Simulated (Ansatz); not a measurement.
Mulliken charges of `C[O][InH][Cl]` from ωB97M-V/def2-TZVPP in Ansatz (PBE0-D4/def2-TZVP geometry).

| atom | x (Å) | y (Å) | z (Å) | charge (e) |
| --- | --- | --- | --- | --- |
| C1 | 0.443 | 1.240 | 0.037 | -0.144 |
| O2 | 0.548 | 0.035 | 0.754 | -0.510 |
| In3 | -0.366 | -1.628 | 0.255 | 0.744 |
| Cl4 | -1.630 | -1.305 | -1.677 | -0.367 |
| H5 | -0.206 | 1.170 | -0.845 | 0.098 |
| H6 | 0.042 | 2.025 | 0.689 | 0.107 |
| H7 | 1.437 | 1.556 | -0.301 | 0.107 |
| H8 | -0.267 | -3.093 | 1.089 | -0.034 |

Problem. By hand: the dipole of these point charges (1 e Å = 4.8032 D).

Solution. Σ q r = (0.130, -0.326, 0.337) e Å, of length 0.487 e Å = 2.34 D.

Problem. How does the dipole of the full density compare? (Best estimate.)

Solution. Ansatz gave: (0.106, -0.193, 0.240) e Å, 1.56 D; the point charges give 1.50 times that, at 6° from its direction.

Point charges leave out the atoms' own dipoles, such as those of lone pairs, and Mulliken's split depends on the basis, so the two needn't agree.
